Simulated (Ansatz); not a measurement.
Computed with Ansatz on PBE0-D4/def2-TZVP structures; ΔE is electronic, products minus reactants. CCSD(T)/CBS is the MP2 limit (def2-TZVPP, def2-QZVPP) plus CCSD(T) − MP2 in def2-TZVPP, frozen cores. This one scheme is used for every species. One conformer a species, not always the lowest.

`B[S][AlH][NH2]` + `BO` → `B[O][AlH][NH2]` + `BS`  (ligand exchange at the Al–S bond)

```tsv
species	CCSD/def2-SVP energy (Eh)
`B[S][AlH][NH2]`	-721.81777
`BO`	-101.54981
`B[O][AlH][NH2]`	-399.29721
`BS`	-424.08625
```

Task: Work out ΔE.

Result: ΔE = (-399.29721) + (-424.08625) − (-721.81777) − (-101.54981) = -0.01588 Eh = -41.7 kJ/mol. CCSD(T)/CBS gives -34.4 kJ/mol.

Largest T1 diagnostic among the species: 0.015.

At CCSD(T), def2-SVP lies −4.7 kJ/mol from the extrapolated value and def2-TZVPP −1.9 kJ/mol. The D4 term adds +4.8 kJ/mol with B3LYP and +2.6 kJ/mol with PBE0; it sums over pairs of atoms, weighted by their polarisabilities, and B3LYP, whose exchange is more repulsive, gets the larger term.

B3LYP here is the variant with VWN-RPA as its local correlation; programs differ in this.
